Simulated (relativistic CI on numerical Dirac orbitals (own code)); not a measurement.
# Electric-dipole transitions in Os⁷³⁺

Computed by Dirac-Coulomb-Breit CI, separate exchange-only KLI orbitals for each configuration, model QED (radiative potential, 1s self-energy scaled to tabulated hydrogen-like ionisation energies), unscaled Slater integrals (own radial code, finite nucleus).

Configuration list (outside the closed core 1s2): 2s, 2p, 3s, 3p, 3d, 4s, 4p, 4d, 4f, 5s, 5p, 5d, 5f, 5g, 6s, 6p, 6d. Levels of other configurations are missing.

```tsv
λ vac (Å)	Lower	Upper	A (s⁻¹)	E lower (eV)	E upper (eV)
0.7774	2p 2P°_1/2 [2]	4d 2D_3/2 [12]	6.39e+14	203.2	16151.9
0.8664	2p 2P°_3/2 [3]	4d 2D_5/2 [13]	6.23e+14	1901.5	16211.9
0.9984	2s 2S_1/2 [1]	3p 2P°_3/2 [6]	5.74e+14	0.0	12418.6
1.0140	2p 2P°_1/2 [2]	3d 2D_3/2 [7]	1.83e+15	203.2	12430.8
1.0408	2s 2S_1/2 [1]	3p 2P°_1/2 [5]	8.41e+14	0.0	11912.0
1.1619	2p 2P°_3/2 [3]	3d 2D_5/2 [8]	1.92e+15	1901.5	12572.3
1.1775	2p 2P°_3/2 [3]	3d 2D_3/2 [7]	3.18e+14	1901.5	12430.8
2.0791	3p 2P°_1/2 [5]	5d 2D_3/2 [19]	9.03e+13	11912.0	17875.5
2.2593	3p 2P°_3/2 [6]	5d 2D_5/2 [20]	1.04e+14	12418.6	17906.3
2.2643	3d 2D_3/2 [7]	5f 2F°_5/2 [21]	1.35e+14	12430.8	17906.4
2.3179	3d 2D_5/2 [8]	5f 2F°_7/2 [23]	1.36e+14	12572.3	17921.3
2.8906	3s 2S_1/2 [4]	4p 2P°_3/2 [11]	6.87e+13	11857.4	16146.7
2.9243	3p 2P°_1/2 [5]	4d 2D_3/2 [12]	1.68e+14	11912.0	16151.9
3.0410	3s 2S_1/2 [4]	4p 2P°_1/2 [10]	1.10e+14	11857.4	15934.5
3.2685	3p 2P°_3/2 [6]	4d 2D_5/2 [13]	2.09e+14	12418.6	16211.9
3.2789	3d 2D_3/2 [7]	4f 2F°_5/2 [14]	4.00e+14	12430.8	16212.1
3.3211	3p 2P°_3/2 [6]	4d 2D_3/2 [12]	3.67e+13	12418.6	16151.9
3.3794	3d 2D_5/2 [8]	4f 2F°_7/2 [15]	4.12e+14	12572.3	16241.1
3.4064	3d 2D_5/2 [8]	4f 2F°_5/2 [14]	2.71e+13	12572.3	16212.1
3.5486	3p 2P°_3/2 [6]	4s 2S_1/2 [9]	7.38e+13	12418.6	15912.5
4.6239	4p 2P°_3/2 [11]	6d 2D_5/2 [29]	2.59e+13	16146.7	18828.1
6.3245	4s 2S_1/2 [9]	5p 2P°_3/2 [18]	1.52e+13	15912.5	17872.9
6.3875	4p 2P°_1/2 [10]	5d 2D_3/2 [19]	3.16e+13	15934.5	17875.5
6.5204	2s 2S_1/2 [1]	2p 2P°_3/2 [3]	1.06e+13	0.0	1901.5
6.6925	4s 2S_1/2 [9]	5p 2P°_1/2 [17]	2.54e+13	15912.5	17765.0
7.0460	4p 2P°_3/2 [11]	5d 2D_5/2 [20]	4.32e+13	16146.7	17906.3
7.0666	4d 2D_3/2 [12]	5f 2F°_5/2 [21]	7.32e+13	16151.9	17906.4
7.2532	4d 2D_5/2 [13]	5f 2F°_7/2 [23]	7.75e+13	16211.9	17921.3
7.2539	4f 2F°_5/2 [14]	5g 2G_7/2 [22]	1.25e+14	16212.1	17921.3
7.3407	4f 2F°_7/2 [15]	5g 2G_9/2 [24]	1.27e+14	16241.1	17930.1
7.7133	4p 2P°_3/2 [11]	5s 2S_1/2 [16]	2.47e+13	16146.7	17754.1
11.756	5s 2S_1/2 [16]	6p 2P°_3/2 [27]	4.73e+12	17754.1	18808.7
11.862	5p 2P°_1/2 [17]	6d 2D_3/2 [28]	8.83e+12	17765.0	18810.3
12.490	5s 2S_1/2 [16]	6p 2P°_1/2 [26]	8.15e+12	17754.1	18746.7
12.980	5p 2P°_3/2 [18]	6d 2D_5/2 [29]	1.28e+13	17872.9	18828.1
14.290	5p 2P°_3/2 [18]	6s 2S_1/2 [25]	9.94e+12	17872.9	18740.5
22.093	3s 2S_1/2 [4]	3p 2P°_3/2 [6]	1.67e+12	11857.4	12418.6
23.900	3p 2P°_1/2 [5]	3d 2D_3/2 [7]	8.66e+11	11912.0	12430.8
52.940	4s 2S_1/2 [9]	4p 2P°_3/2 [11]	4.10e+11	15912.5	16146.7
57.030	4p 2P°_1/2 [10]	4d 2D_3/2 [12]	2.74e+11	15934.5	16151.9
104.37	5s 2S_1/2 [16]	5p 2P°_3/2 [18]	1.35e+11	17754.1	17872.9
112.21	5p 2P°_1/2 [17]	5d 2D_3/2 [19]	9.86e+10	17765.0	17875.5
181.70	6s 2S_1/2 [25]	6p 2P°_3/2 [27]	5.43e+10	18740.5	18808.7
195.11	6p 2P°_1/2 [26]	6d 2D_3/2 [28]	4.12e+10	18746.7	18810.3
370.67	5p 2P°_3/2 [18]	5d 2D_5/2 [20]	3.35e+09	17872.9	17906.3
```

Terms are leading LS components. Brackets give the number of a level in order of energy, since labels repeat. The list gives strong lines, with weight on those to low levels, without lines whose two gauges differ by over a factor of 2.5. Levels whose partners in the same complex of configurations lie outside the list can be far off, and so can their lines. Rates are taken at the computed energies, electric ones in the length gauge.

At this charge energies of transitions that change n are usually good to better than 1 %, and those within a shell (Δn = 0) to a few per cent.
